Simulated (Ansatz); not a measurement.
The first iterations of a band of Cl2Zn + H2 (5 atoms, charge 0, multiplicity 1).

These are results of Ansatz 0.2.0, RKS B3LYP-D4/def2-TZVP, not measurements.

```yaml
movable_images: 7
climbing_image: yes
spring: 5.0 eV/Å²
optimiser: quadratic models (default)
start_path: through a guess of the saddle point
force_threshold: 0.05 eV/Å
iteration_limit: 60
end_points: relaxed
```

First end point:

```xyz
5
Properties=species:S:1:pos:R:3
Zn 0.434 0.000 0.249
Cl 0.963 0.000 2.283
Cl -0.003 0.000 -1.807
H -2.424 0.000 0.526
H -2.255 0.000 1.253
```

Last end point:

```xyz
5
Properties=species:S:1:pos:R:3
Zn -0.989 0.000 -0.650
Cl 0.163 0.000 2.131
Cl 0.932 0.000 -1.565
H -2.443 0.000 -0.189
H -0.947 0.000 2.777
```

| iteration | highest image above the first end (eV) | largest band force component (eV/Å) |
| --- | --- | --- |
| 1 | 2.470 | 6.927 |
| 2 | 1.668 | 2.628 |

Question: Does the band converge within its limit, and where does its top end?

Answer: The forces met the threshold. It ended after 8 iterations with the highest image 1.549 eV above the first end. A vibrational analysis at the climbing image gives one clearly imaginary mode, 1062i cm⁻¹: a first-order saddle point. The orbitals stay closed-shell, which can raise the energy where a bond breaks towards radicals; this wasn't checked here.

Run time: 110 s on 4 threads of Arm Neoverse V2, with other jobs on the host, peak memory 0.37 GiB.
